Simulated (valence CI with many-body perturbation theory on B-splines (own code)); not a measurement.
Pr XIX: E2, M1 decay

Computed by configuration interaction combined with many-body perturbation theory (CI+MBPT): five valence electrons over a frozen Dirac-Fock core [Kr], a basis of 7 s, 7 p, 8 d, 6 f, 4 g, 1 h functions for each j, with the one-electron correlation potential Σ1 (screened to all orders), the two-electron term Σ2, the three-electron term Σ3, Breit, model QED; selected single and double excitations, second order for the rest (own B-spline code, finite nucleus).

No measured spectrum was set against this ion. As an estimate, terms of the open shell hold to 2 to 4 % of their energy, and close levels can change places. Core correlation moves these levels by up to 12000 cm⁻¹, and in measured spectra 5 to 20 % of such shifts remained as error; rates that hang on mixing are uncertain with them. Among the levels kept, up to 270 cm⁻¹ of a level comes from second order outside the variational space, and about a tenth of that is noise between levels of different J, which matters for small intervals. Only levels of the ground parity were solved; by the run's estimate the other parity begins above the list, which can be wrong where configurations are misplaced.

Lines 1 to 50 of 120 in falling wavelength, among levels below 28.208 eV, chosen from the decays that carry over 1 % of a level's rate. Wavelengths and rates use the calculated energies, so an error of 2000 cm⁻¹ moves a line at 9641 Å by 19 % and its rate by three times that or more. Electric multipoles are in the length gauge, E1 and E2 with the static RPA response of the core. S is in atomic units (e²a₀⁴ for E2 and M2, e²a₀⁶ for E3), for M1 in squared Bohr magnetons. Weak lines are less certain than strong ones. Lines between different terms over intervals too small for the method are left out, as are lines whose strength nearly cancels. Where a level lies close to another of its J and parity, the split of strength between their lines is uncertain.

Names give the largest LS component (configuration and term), which can be under half, so a name can repeat, a term be missing and a line seem to break the LS rules; names also repeat where a configuration has a term twice. Letters in brackets count levels of one name in rising energy.

```csv
λ vac (Å),Upper,Lower,Type,A (s⁻¹),S (a.u.)
28950,4d5 4G_11/2,4d5 4G_7/2,E2,2.88e-08,6.27e-03
24660,4d5 4G_9/2,4d5 4G_11/2,M1,1.42e+00,7.91e+00
13320,4d5 4G_9/2,4d5 4G_7/2,M1,1.00e+01,8.79e+00
10630,4d5 2I_13/2,4d5 2I_11/2,M1,6.85e+00,4.27e+00
9641,4d5 4P_1/2,4d5 4D_3/2,M1,4.90e+01,3.25e+00
8760,4d5 2F_7/2 [a],4d5 4D_7/2,M1,3.56e+00,7.10e-01
8433,4d5 2D_3/2 [a],4d5 2D_5/2 [a],M1,2.14e+01,1.91e+00
7098,4d5 2F_5/2 [a],4d5 2F_7/2 [a],M1,1.46e+01,1.16e+00
7078,4d5 2G_7/2 [a],4d5 2F_5/2 [a],M1,1.51e+01,1.58e+00
6918,4d5 4D_7/2,4d5 4G_9/2,M1,1.45e+01,1.42e+00
6730,4d5 4D_7/2,4d5 4G_5/2 [b],M1,6.17e+01,5.58e+00
6173,4d5 4F_3/2,4d5 2D_5/2 [a],M1,3.90e+01,1.36e+00
5750,4d5 4G_7/2,4d5 4G_5/2 [a],M1,1.02e+02,5.76e+00
5666,4d5 2G_9/2 [a],4d5 4D_7/2,M1,4.98e+01,3.36e+00
5233,4d5 2H_9/2,4d5 2G_9/2 [a],M1,5.38e+01,2.86e+00
5107,4d5 4D_3/2,4d5 4G_5/2 [a],M1,8.09e+01,1.60e+00
5016,4d5 4F_5/2,4d5 4F_3/2,M1,2.33e+01,6.55e-01
5011,4d5 4F_7/2,4d5 4F_5/2,M1,4.45e+01,1.66e+00
4553,4d5 4D_7/2,4d5 4G_7/2,M1,1.09e+02,3.04e+00
4549,4d5 2G_7/2 [a],4d5 2G_9/2 [a],M1,1.35e+01,3.76e-01
4478,4d5 2D_3/2 [b],4d5 2F_5/2 [a],M1,9.24e+00,1.23e-01
4352,4d5 2G_9/2 [b],4d5 2G_7/2 [a],M1,5.12e+01,1.56e+00
4262,4d5 4F_7/2,4d5 2H_9/2,M1,8.51e+01,1.95e+00
4191,4d5 4D_1/2,4d5 4P_1/2,M1,3.86e+02,2.11e+00
4184,4d5 2D_5/2 [a],4d5 4D_3/2,M1,1.49e+01,2.43e-01
4119,4d5 4F_5/2,4d5 2D_3/2 [a],M1,1.03e+02,1.60e+00
4082,4d5 4G_5/2 [b],4d5 4G_5/2 [a],M1,4.49e+02,6.80e+00
3946,4d5 2H_9/2,4d5 2F_7/2 [a],M1,2.54e+01,5.79e-01
3939,4d5 2D_3/2 [a],4d5 4P_1/2,M1,1.00e+01,9.08e-02
3921,4d5 2F_5/2 [a],4d5 4D_7/2,M1,5.95e+01,7.98e-01
3868,4d5 2G_9/2 [b],4d5 2H_9/2,M1,2.41e+02,5.17e+00
3866,4d5 2F_7/2 [a],4d5 4G_9/2,M1,1.61e+02,2.76e+00
3854,4d5 2I_11/2,4d5 4G_9/2,M1,7.22e+01,1.84e+00
3832,4d5 2D_5/2 [a],4d5 4G_7/2,M1,1.79e+02,2.24e+00
3806,4d5 2F_7/2 [a],4d5 4G_5/2 [b],M1,4.52e+01,7.40e-01
3714,4d5 2F_7/2 [b],4d5 2F_5/2 [a],M1,2.22e+01,3.37e-01
3650,4d5 2F_5/2 [b],4d5 4F_3/2,M1,2.13e+02,2.30e+00
3635,4d5 2D_3/2 [b],4d5 4F_3/2,M1,1.70e+02,1.21e+00
3544,4d5 2G_7/2 [a],4d5 2F_7/2 [a],M1,1.33e+02,1.75e+00
3466,4d5 4F_5/2,4d5 2F_7/2 [a],M1,3.11e+02,2.88e+00
3364,4d5 4F_3/2,4d5 4P_1/2,M1,6.58e+01,3.72e-01
3333,4d5 2I_11/2,4d5 4G_11/2,M1,3.66e+02,6.04e+00
3242,4d5 2D_3/2 [a],4d5 4G_5/2 [b],M1,8.12e+01,4.10e-01
3140,4d5 2D_3/2 [b],4d5 2D_3/2 [a],M1,8.97e+00,4.12e-02
2996,4d5 2D_3/2 [b],4d5 4D_1/2,M1,3.65e+01,1.46e-01
2996,4d5 2F_7/2 [a],4d5 4G_7/2,M1,7.15e+01,5.70e-01
2921,4d5 4D_1/2,4d5 4D_3/2,M1,3.48e+02,6.43e-01
2889,4d5 2S_1/2,4d5 4F_3/2,M1,1.10e+02,1.98e-01
2880,4d5 4F_7/2,4d5 2F_5/2 [a],M1,3.07e+02,2.18e+00
2875,4d5 2F_7/2 [b],4d5 2G_9/2 [a],M1,2.27e+01,1.60e-01
```
